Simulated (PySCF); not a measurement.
# How methods differ on the excitation energy of S⁺

S⁺ [Ne] 3s2 3p3 (4S) → S⁺ [Ne] 3s2 3p2 3d1 (high-spin determinant), as a difference of total energies. Calculation: PySCF 2.14, in dyall-acv3z (19s12p6d4f, 113 functions); the spin-free X2C one-electron Hamiltonian (Gaussian nucleus). Correlated levels: valence: [Ne] frozen; valence and next inner shell: 1s2 frozen; virtual orbitals above 40 to 60 times the deepest correlated orbital energy dropped. The calculations carry no spin-orbit coupling.

```json
{"method": "UHF", "excitation energy (eV)": "14.505"}
{"method": "LDA", "excitation energy (eV)": "13.464"}
{"method": "PBE0", "excitation energy (eV)": "13.778"}
{"method": "BHandHLYP", "excitation energy (eV)": "14.005"}
{"method": "MP2 (valence)", "excitation energy (eV)": "14.234"}
{"method": "SCS-MP2 (valence)", "excitation energy (eV)": "14.193"}
{"method": "MP2 (valence and next inner shell)", "excitation energy (eV)": "14.234"}
{"method": "SCS-MP2 (valence and next inner shell)", "excitation energy (eV)": "14.200"}
```

How much does correlation contribute at MP2 (valence and next inner shell)?

14.234 − (14.505) = -0.271 eV, measured against UHF.

A first-order spin-orbit estimate (lowest level to lowest level, LS coupling) adds -0.039 eV.

The promoted electron is Rydberg-like, and one or two diffuse shells describe it only roughly, which tends to raise the upper state.

The determinant of the upper state mixes LS terms, which raises its energy above the lowest term, most at the Hartree-Fock and MP2 levels.
